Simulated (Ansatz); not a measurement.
# Relaxing a trial structure of C4H5ClN2Si

The starting geometry of this gas-phase singlet was optimised with GFN2-xTB; its bonds are those of `[H]/N=C/C(=C/C#N)[SiH2]Cl`.

```xyz
13

C    -0.3908    2.3486    0.4450
C    -0.9436    1.0952    0.7534
C    -0.9992    0.0650   -0.1062
C    -1.5920   -1.1920    0.3064
Cl    1.3061   -1.1181   -1.8818
N     0.0493    3.3874    0.2328
N    -1.6601   -2.1005   -0.5648
Si   -0.3325    0.0401   -1.8898
H    -1.3354    1.0145    1.7641
H    -1.9420   -1.2793    1.3447
H    -2.0691   -2.9843   -0.2733
H    -1.3492   -0.4797   -2.7891
H     0.0628    1.4043   -2.2336
```

Question: Predict what becomes of its bonds when it is optimised with PBE-D3(BJ)/def2-SVP.

Answer: It keeps its bonds, and is `[H]/N=C/C(=C/C#N)[SiH2]Cl`.

The energy falls by 0.25 eV over 10 steps:

| step | E − E(last) (eV) |
| --- | --- |
| 1 | 0.246 |
| 2 | 0.024 |
| 3 | 0.011 |
| 4 | 0.005 |
| 5 | 0.001 |
| 6 | 0.000 |
| 7 | 0.000 |
| 8 | 0.000 |
| 9 | 0.000 |
| 10 | 0.000 |

Final geometry (Å):

```xyz
13

C    -0.3910    2.3708    0.4585
C    -0.9488    1.0888    0.7331
C    -0.9999    0.0399   -0.1427
C    -1.6083   -1.2217    0.3012
Cl    1.3749   -1.1431   -2.0023
N     0.0553    3.4439    0.2807
N    -1.6686   -2.2127   -0.5160
Si   -0.3109    0.0707   -1.9173
H    -1.3674    0.9719    1.7517
H    -1.9921   -1.2461    1.3509
H    -2.1137   -3.0349   -0.0758
H    -1.3389   -0.4002   -2.8942
H     0.1136    1.4739   -2.2199
```

The end wasn't checked by frequencies. Run with Ansatz 0.2.0, 15 s on 4 threads of Arm Neoverse V1, with other jobs on the host.
